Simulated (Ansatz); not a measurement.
Cartesian coordinates in Å:
```
N -0.149 1.755 -0.461
Ga 0.006 0.012 -0.011
S -1.281 -1.448 -1.036
S 1.516 -0.548 1.488
H -0.889 2.103 -1.045
H 0.315 2.491 0.043
H -0.760 -2.505 -0.394
H 1.242 -1.860 1.417
```

Total charge 0; spin multiplicity 1.

List the PBE0/def2-TZVPP orbital energies in eV (the Gaussian-basis code of Ansatz). (Best estimate.)

Ansatz gave: Occupied: -10147.56, -2422.42, -2422.42, -1253.39, -1109.56, -1109.49, -1109.46, -391.00, -217.77, -217.77, -161.59, -161.59, -161.52, -161.52, -161.42, -161.42, -151.73, -104.69, -104.54, -104.46, -24.43, -23.86, -23.75, -23.72, -23.67, -22.70, -20.33, -19.91, -13.69, -13.15, -11.47, -11.07, -9.94, -8.51, -8.34, -7.48, -7.35. Lowest empty: -0.43, -0.09, -0.09, 1.06, 1.14, 2.80, 3.03, 3.14.
